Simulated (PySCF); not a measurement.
This script is equivalent to a calculation on Sn⁻ (tin, charge -1).

```python
from pyscf import gto, scf, dft, mp, cc
import basis_set_exchange as bse
mol = gto.M(atom="Sn 0 0 0", charge=-1, spin=3, symmetry="D2h",
            basis=gto.basis.parse(bse.get_basis("x2c-TZVPPall", elements=["Sn"], fmt="nwchem", augment_diffuse=1)),
            nucmod="G")
mf = dft.UKS(mol, xc="WB97X_V").sfx2c1e()
mf.irrep_nelec = {'Ag': (9, 9), 'B1g': (2, 2), 'B2g': (2, 2), 'B3g': (2, 2), 'B1u': (4, 3), 'B2u': (4, 3), 'B3u': (4, 3)}
mf.kernel()
```

(1) What total energy does it give?

(2) Which occupied shell lies highest, and where?

(3) What is ⟨S²⟩, and what would a pure spin state give?

Results:

(1) -6176.20 hartree (calculated).

(2) 5p α, at -1.364 eV.

(3) 3.753, against 3.75.
